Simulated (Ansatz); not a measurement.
Ansatz (a program for electronic structure) input (B3LYP/6-31G* with LANL2DZ past Ar): The .json file joins the Basis Set Exchange's 6-31G* for atoms up to Ar and LANL2DZ past it.

Ansatz 0.2 input:
```yaml
crystal:
  periodic: [false, false, false]
  atoms:
    - {symbol: C, position_ang: [2.85612348, 0.28492915, -0.09569611]}
    - {symbol: C, position_ang: [1.44430882, -0.13663746, 0.13390021]}
    - {symbol: O, position_ang: [1.15352616, -1.21837175, 0.81428932]}
    - {symbol: O, position_ang: [0.48790981, 0.53309273, -0.32319785]}
    - {symbol: Ge, position_ang: [-1.41812792, 0.15133579, -0.14058381]}
    - {symbol: H, position_ang: [3.37148787, 0.40872217, 0.86461291]}
    - {symbol: H, position_ang: [3.38474670, -0.48973070, -0.66558115]}
    - {symbol: H, position_ang: [2.87977364, 1.22337752, -0.64907907]}
    - {symbol: H, position_ang: [1.94115622, -1.69399610, 1.14323389]}
    - {symbol: H, position_ang: [-1.62518598, 0.17216630, 1.37390382]}
    - {symbol: H, position_ang: [-1.95037796, 1.34739804, -0.92059480]}
    - {symbol: H, position_ang: [-1.55558852, -1.21820023, -0.80576984]}
basis:
  gaussian:
    orbitals: 6-31Gs+LANL2DZ.json
hamiltonian:
  xc: {name: B3LYP}
total_charge: 1
phonons: {temperatures: {t_min: 298.15, t_max: 298.15, t_step: 100}}
```

Output:

```
Functional definition: B3LYP
integrals: 0.04 GiB planned
985 factors; integrals over basis functions are off by at most 3.7e-4 eV
mean field: 0.29 GiB planned
mean field evaluation 1: about -6366.5858 eV, gradient 7.9e1 eV
mean field evaluation 2: about -6353.0774 eV, gradient 1.2e2 eV
mean field evaluation 4: about -6378.0596 eV, gradient 6.1e0 eV
mean field evaluation 8: about -6378.1561 eV, gradient 2.8e-1 eV
mean field evaluation 16: about -6378.1562 eV, gradient 1.3e-5 eV
mean field -6378.15624802 eV, -234.3929188451 hartree, gradient 1.3e-5 eV, S^2 0.000000; 0 other end points of the search recorded, 0 dependent functions left out
the calculation of the forces begins
reference -6378.15649048 eV, -234.3929277553 hartree; 19, 19 occupied and 63, 63 virtual orbitals, 985 factors
these checks for a lower state are left out or cut short: stability, starts, cluster_reference, orbital_swaps, neighbouring_geometries, increment
integrals: 0.04 GiB planned
985 factors; integrals over basis functions are off by at most 3.7e-4 eV
mean field: 0.29 GiB planned
mean field -6378.15609716 eV, -234.3929133010 hartree, gradient 1.1e-6 eV, S^2 0.000000; 0 other end points of the search recorded, 0 dependent functions left out
the calculation of the forces begins
reference -6378.15633963 eV, -234.3929222119 hartree; 19, 19 occupied and 63, 63 virtual orbitals, 985 factors
these checks for a lower state are left out or cut short: stability, starts, cluster_reference, orbital_swaps, neighbouring_geometries, increment
integrals: 0.04 GiB planned
985 factors; integrals over basis functions are off by at most 3.7e-4 eV
mean field: 0.29 GiB planned
mean field -6378.15610039 eV, -234.3929134199 hartree, gradient 2.7e-6 eV, S^2 0.000000; 0 other end points of the search recorded, 0 dependent functions left out
the calculation of the forces begins
reference -6378.15634283 eV, -234.3929223293 hartree; 19, 19 occupied and 63, 63 virtual orbitals, 985 factors
these checks for a lower state are left out or cut short: stability, starts, cluster_reference, orbital_swaps, neighbouring_geometries, increment
integrals: 0.04 GiB planned
985 factors; integrals over basis functions are off by at most 3.7e-4 eV
mean field: 0.29 GiB planned
mean field evaluation 32: about -6378.1561 eV, gradient 5.7e-5 eV
mean field -6378.15606785 eV, -234.3929122239 hartree, gradient 1.9e-6 eV, S^2 0.000000; 0 other end points of the search recorded, 0 dependent functions left out
the calculation of the forces begins
reference -6378.15631032 eV, -234.3929211348 hartree; 19, 19 occupied and 63, 63 virtual orbitals, 985 factors
these checks for a lower state are left out or cut short: stability, starts, cluster_reference, orbital_swaps, neighbouring_geometries, increment
integrals: 0.04 GiB planned
985 factors; integrals over basis functions are off by at most 3.7e-4 eV
mean field: 0.29 GiB planned
mean field -6378.15606598 eV, -234.3929121553 hartree, gradient 2.0e-6 eV, S^2 0.000000; 0 other end points of the search recorded, 0 dependent functions left out
the calculation of the forces begins
reference -6378.15630842 eV, -234.3929210647 hartree; 19, 19 occupied and 63, 63 virtual orbitals, 985 factors
these checks for a lower state are left out or cut short: stability, starts, cluster_reference, orbital_swaps, neighbouring_geometries, increment
integrals: 0.04 GiB planned
985 factors; integrals over basis functions are off by at most 3.7e-4 eV
mean field: 0.29 GiB planned
mean field -6378.15607767 eV, -234.3929125848 hartree, gradient 2.5e-6 eV, S^2 0.000000; 0 other end points of the search recorded, 0 dependent functions left out
the calculation of the forces begins
reference -6378.15632012 eV, -234.3929214946 hartree; 19, 19 occupied and 63, 63 virtual orbitals, 985 factors
these checks for a lower state are left out or cut short: stability, starts, cluster_reference, orbital_swaps, neighbouring_geometries, increment
integrals: 0.04 GiB planned
985 factors; integrals over basis functions are off by at most 3.8e-4 eV
mean field: 0.29 GiB planned
mean field -6378.15607538 eV, -234.3929125008 hartree, gradient 1.6e-6 eV, S^2 0.000000; 0 other end points of the search recorded, 0 dependent functions left out
the calculation of the forces begins
reference -6378.15631785 eV, -234.3929214113 hartree; 19, 19 occupied and 63, 63 virtual orbitals, 985 factors
these checks for a lower state are left out or cut short: stability, starts, cluster_reference, orbital_swaps, neighbouring_geometries, increment
integrals: 0.04 GiB planned
985 factors; integrals over basis functions are off by at most 3.7e-4 eV
mean field: 0.29 GiB planned
mean field -6378.15600022 eV, -234.3929097387 hartree, gradient 2.5e-6 eV, S^2 0.000000; 0 other end points of the search recorded, 0 dependent functions left out
[...]
integrals: 0.04 GiB planned
985 factors; integrals over basis functions are off by at most 3.7e-4 eV
mean field: 0.29 GiB planned
mean field -6378.15623613 eV, -234.3929184081 hartree, gradient 1.8e-6 eV, S^2 0.000000; 0 other end points of the search recorded, 0 dependent functions left out
the calculation of the forces begins
reference -6378.15647858 eV, -234.3929273179 hartree; 19, 19 occupied and 63, 63 virtual orbitals, 985 factors
these checks for a lower state are left out or cut short: stability, starts, cluster_reference, orbital_swaps, neighbouring_geometries, increment
integrals: 0.04 GiB planned
985 factors; integrals over basis functions are off by at most 3.7e-4 eV
mean field: 0.29 GiB planned
mean field evaluation 384: about -6378.1562 eV, gradient 1.8e-6 eV
mean field -6378.15623680 eV, -234.3929184328 hartree, gradient 1.8e-6 eV, S^2 0.000000; 0 other end points of the search recorded, 0 dependent functions left out
the calculation of the forces begins
reference -6378.15647927 eV, -234.3929273433 hartree; 19, 19 occupied and 63, 63 virtual orbitals, 985 factors
these checks for a lower state are left out or cut short: stability, starts, cluster_reference, orbital_swaps, neighbouring_geometries, increment
integrals: 0.04 GiB planned
985 factors; integrals over basis functions are off by at most 3.7e-4 eV
mean field: 0.29 GiB planned
mean field -6378.15621164 eV, -234.3929175080 hartree, gradient 1.3e-6 eV, S^2 0.000000; 0 other end points of the search recorded, 0 dependent functions left out
the calculation of the forces begins
reference -6378.15645409 eV, -234.3929264182 hartree; 19, 19 occupied and 63, 63 virtual orbitals, 985 factors
these checks for a lower state are left out or cut short: stability, starts, cluster_reference, orbital_swaps, neighbouring_geometries, increment
integrals: 0.04 GiB planned
985 factors; integrals over basis functions are off by at most 3.7e-4 eV
mean field: 0.29 GiB planned
mean field -6378.15621121 eV, -234.3929174925 hartree, gradient 1.4e-6 eV, S^2 0.000000; 0 other end points of the search recorded, 0 dependent functions left out
the calculation of the forces begins
reference -6378.15645367 eV, -234.3929264027 hartree; 19, 19 occupied and 63, 63 virtual orbitals, 985 factors
these checks for a lower state are left out or cut short: stability, starts, cluster_reference, orbital_swaps, neighbouring_geometries, increment
integrals: 0.04 GiB planned
985 factors; integrals over basis functions are off by at most 3.7e-4 eV
mean field: 0.29 GiB planned
mean field -6378.15622935 eV, -234.3929181590 hartree, gradient 8.6e-7 eV, S^2 0.000000; 0 other end points of the search recorded, 0 dependent functions left out
the calculation of the forces begins
reference -6378.15647181 eV, -234.3929270692 hartree; 19, 19 occupied and 63, 63 virtual orbitals, 985 factors
these checks for a lower state are left out or cut short: stability, starts, cluster_reference, orbital_swaps, neighbouring_geometries, increment
integrals: 0.04 GiB planned
985 factors; integrals over basis functions are off by at most 3.7e-4 eV
mean field: 0.29 GiB planned
mean field -6378.15622939 eV, -234.3929181604 hartree, gradient 9.1e-7 eV, S^2 0.000000; 0 other end points of the search recorded, 0 dependent functions left out
the calculation of the forces begins
reference -6378.15647184 eV, -234.3929270705 hartree; 19, 19 occupied and 63, 63 virtual orbitals, 985 factors
these checks for a lower state are left out or cut short: stability, starts, cluster_reference, orbital_swaps, neighbouring_geometries, increment
integrals: 0.04 GiB planned
985 factors; integrals over basis functions are off by at most 3.7e-4 eV
mean field: 0.29 GiB planned
mean field -6378.15624235 eV, -234.3929186367 hartree, gradient 2.9e-6 eV, S^2 0.000000; 0 other end points of the search recorded, 0 dependent functions left out
the calculation of the forces begins
reference -6378.15648480 eV, -234.3929275468 hartree; 19, 19 occupied and 63, 63 virtual orbitals, 985 factors
these checks for a lower state are left out or cut short: stability, starts, cluster_reference, orbital_swaps, neighbouring_geometries, increment
integrals: 0.04 GiB planned
985 factors; integrals over basis functions are off by at most 3.7e-4 eV
mean field: 0.29 GiB planned
mean field evaluation 416: about -6378.1562 eV, gradient 2.6e-2 eV
mean field -6378.15624223 eV, -234.3929186324 hartree, gradient 2.3e-6 eV, S^2 0.000000; 0 other end points of the search recorded, 0 dependent functions left out
the calculation of the forces begins
reference -6378.15648469 eV, -234.3929275425 hartree; 19, 19 occupied and 63, 63 virtual orbitals, 985 factors
these checks for a lower state are left out or cut short: stability, starts, cluster_reference, orbital_swaps, neighbouring_geometries, increment
integrals: 0.04 GiB planned
985 factors; integrals over basis functions are off by at most 3.7e-4 eV
mean field: 0.29 GiB planned
mean field -6378.15620240 eV, -234.3929171688 hartree, gradient 8.6e-7 eV, S^2 0.000000; 0 other end points of the search recorded, 0 dependent functions left out
the calculation of the forces begins
reference -6378.15644484 eV, -234.3929260783 hartree; 19, 19 occupied and 63, 63 virtual orbitals, 985 factors
these checks for a lower state are left out or cut short: stability, starts, cluster_reference, orbital_swaps, neighbouring_geometries, increment
integrals: 0.04 GiB planned
985 factors; integrals over basis functions are off by at most 3.7e-4 eV
mean field: 0.29 GiB planned
mean field -6378.15620363 eV, -234.3929172140 hartree, gradient 7.9e-7 eV, S^2 0.000000; 0 other end points of the search recorded, 0 dependent functions left out
the calculation of the forces begins
reference -6378.15644611 eV, -234.3929261247 hartree; 19, 19 occupied and 63, 63 virtual orbitals, 985 factors
these checks for a lower state are left out or cut short: stability, starts, cluster_reference, orbital_swaps, neighbouring_geometries, increment
integrals: 0.04 GiB planned
985 factors; integrals over basis functions are off by at most 3.7e-4 eV
mean field: 0.29 GiB planned
mean field -6378.15623305 eV, -234.3929182950 hartree, gradient 1.2e-6 eV, S^2 0.000000; 0 other end points of the search recorded, 0 dependent functions left out
the calculation of the forces begins
reference -6378.15647548 eV, -234.3929272043 hartree; 19, 19 occupied and 63, 63 virtual orbitals, 985 factors
these checks for a lower state are left out or cut short: stability, starts, cluster_reference, orbital_swaps, neighbouring_geometries, increment
integrals: 0.04 GiB planned
985 factors; integrals over basis functions are off by at most 3.7e-4 eV
mean field: 0.29 GiB planned
mean field -6378.15623346 eV, -234.3929183102 hartree, gradient 1.3e-6 eV, S^2 0.000000; 0 other end points of the search recorded, 0 dependent functions left out
the calculation of the forces begins
reference -6378.15647594 eV, -234.3929272212 hartree; 19, 19 occupied and 63, 63 virtual orbitals, 985 factors
Total energy: -6378.15649048 eV, -234.3929277553 hartree
Atom 0 at     2.856123     0.284929    -0.095696 Å, force    -0.000802     0.000450     0.000587 eV/Å
Atom 1 at     1.444309    -0.136637     0.133900 Å, force     0.000606    -0.000605     0.000060 eV/Å
Atom 2 at     1.153526    -1.218372     0.814289 Å, force    -0.000663     0.001264     0.000100 eV/Å
Atom 3 at     0.487910     0.533093    -0.323198 Å, force    -0.000463     0.000265    -0.000174 eV/Å
Atom 4 at    -1.418128     0.151336    -0.140584 Å, force     0.000140     0.000164     0.000026 eV/Å
Atom 5 at     3.371488     0.408722     0.864613 Å, force     0.000017     0.000365     0.000212 eV/Å
Atom 6 at     3.384747    -0.489731    -0.665581 Å, force     0.000287    -0.000567    -0.000099 eV/Å
Atom 7 at     2.879774     1.223378    -0.649079 Å, force     0.000212    -0.000193    -0.000291 eV/Å
Atom 8 at     1.941156    -1.693996     1.143234 Å, force     0.000737    -0.000952    -0.000427 eV/Å
Atom 9 at    -1.625186     0.172166     1.373904 Å, force     0.000048    -0.000049     0.000102 eV/Å
Atom 10 at    -1.950378     1.347398    -0.920595 Å, force    -0.000139     0.000054    -0.000007 eV/Å
Atom 11 at    -1.555589    -1.218200    -0.805770 Å, force     0.000019    -0.000194    -0.000088 eV/Å
Dipole moment:     0.866319    -0.311510     0.222318 e Å
Vibrations: 44.23 91.13 130.65 132.18 290.03 484.12 556.96 580.39 600.80 660.47 673.50 831.35 853.99 858.34 930.59 1038.93 1079.55 1222.25 1413.70 1464.37 1479.19 1493.13 1708.19 2173.46 2197.89 2216.99 3061.04 3122.81 3199.25 3681.68 cm⁻¹, zero-point energy 2.372509 eV
```

The blocks after the first are displaced geometries, from whose forces the wavenumbers follow.

The dipole moment of an ion depends on the origin.
